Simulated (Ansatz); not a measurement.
Born–Oppenheimer molecular dynamics of F3H2NSi (7 atoms, charge 0, multiplicity 1). It starts from a relaxed structure.

Theory: Ansatz, RKS PBE-D4/def2-SVP.

| Property | Result |
| --- | --- |
| ensemble | NVE (velocity Verlet) |
| time step | 1 fs |
| steps asked | 150 |
| starting velocities drawn for | 500 K |
| seed | 858561 |

First frame:

```xyz
7
Properties=species:S:1:pos:R:3
Si 0.002 -0.007 0.081
N 0.052 -0.105 1.772
H -0.776 -0.343 2.319
H 0.745 0.414 2.313
F 1.510 -0.015 -0.499
F -0.699 1.314 -0.545
F -0.832 -1.258 -0.509
```

How far do the bonds stretch over the last three quarters of this one trajectory? (Pairs bonded in most of those frames.)


```
  bond  mean (Å)  spread (Å)  shortest  longest
Si1–N2     1.697       0.022      1.65     1.75
Si1–F5     1.616       0.016      1.59     1.64
Si1–F6     1.621       0.021      1.58     1.66
Si1–F7     1.629       0.038      1.57     1.69
 N2–H3     1.022       0.005      1.01     1.03
 N2–H4     1.022       0.005      1.01     1.03
```

Mean temperature of the second half: 262 K. The conserved energy stayed within 0.21 meV per atom of its start (net change 0.15 meV per atom), so the integration is sound. Over the second half the temperature averaged 0.52 of the 500 K drawn at the start: a run that starts near a minimum puts about half its kinetic energy into the potential. A run of 0.15 ps of so small a system gives no equilibrium averages.

Run time: 5.2 min on 1 thread of Arm Neoverse V1, with other jobs on the host, peak memory 0.11 GiB.
